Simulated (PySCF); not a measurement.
SMILES [SiH3]O[SiH2][Si](Cl)(Cl)Cl, singlet (GFN2-xTB optimised geometry):

```
12

Si     2.667    -0.345    -0.025
O      1.093    -0.774     0.000
Si    -0.517    -0.774     0.000
Si    -1.249     1.423     0.000
Cl    -3.271     1.494    -0.257
Cl    -0.868     2.421     1.733
Cl    -0.449     2.573    -1.478
H      3.166    -0.774    -1.329
H      3.271    -1.070     1.088
H      2.720     1.104     0.148
H     -0.922    -1.492     1.210
H     -0.927    -1.494    -1.207
```

Method: PBE0/def2-TZVP in PySCF 2.14.0.

Task: What are the frontier orbital energies and the dipole moment?

Result: HOMO-2 -9.16 eV, HOMO-1 -8.92 eV, HOMO -8.30 eV, LUMO -1.19 eV, LUMO+1 -0.62 eV; dipole moment 1.74 D.

Meta-Löwdin charges at PBE0/def2-TZVP: Si1 0.77, O2 -0.85, Si3 0.67, Si4 0.73, Cl5 -0.27, Cl6 -0.27, Cl7 -0.27, H8 -0.11, H9 -0.11, H10 -0.11, H11 -0.09, H12 -0.09.
